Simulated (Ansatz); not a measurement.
Wavefunction ladder for `C[CH2][Sn]([CH3])([Br])[N](C)C`

Z-matrix (Å, degrees):
```
C
C 1 1.521
H 1 1.094 2 111.0
H 1 1.092 2 111.8 3 -120.3
H 1 1.092 2 111.3 3 120.0
Sn 2 2.140 1 112.4 3 -179.5
H 2 1.093 1 111.5 3 -59.9
H 2 1.094 1 111.7 3 59.6
Br 6 2.505 2 107.4 1 54.6
C 6 2.137 2 118.8 1 172.4
N 6 2.020 2 107.8 1 -56.2
H 10 1.090 6 108.9 2 -179.8
H 10 1.091 6 110.0 2 60.3
H 10 1.090 6 109.6 2 -60.3
C 11 1.440 6 119.5 2 171.3
C 11 1.440 6 119.3 2 -42.0
H 15 1.093 11 110.6 6 -34.6
H 15 1.099 11 110.2 6 -152.9
H 15 1.103 11 113.5 6 87.1
H 16 1.094 11 111.0 6 32.9
H 16 1.104 11 113.7 6 -88.6
H 16 1.099 11 110.3 6 151.3
```

Total charge 0; spin multiplicity 1. Correlated methods include outer-core shells of Br, Sn, which these sets cover unevenly. Scalar relativity is left out up to krypton. Sn takes the def2 core potential. The structure was optimised at the PBE0-D4/def2-TZVP level. It is one conformer, not always the lowest. Frozen core, restricted reference, the Gaussian-basis code of Ansatz.

```
     basis      HF (Eh)  MP2 corr.  CCSD corr.       (T)  CCSD(T) total
  def2-SVP            ?   -1.24108    -1.32815         ?              ?
def2-TZVPP            ?   -1.70790           ?  -0.06757              ?
def2-QZVPP  -3037.91062   -2.31036           –         –              –
```

(1) Fill in the withheld values. (Estimate.)

## Answers

(1) Computed: def2-SVP HF (Eh): -3037.23893; def2-SVP (T): -0.03882; def2-SVP CCSD(T) total: -3038.60590; def2-TZVPP HF (Eh): -3037.84696; def2-TZVPP CCSD corr.: -1.76711; def2-TZVPP CCSD(T) total: -3039.68164.
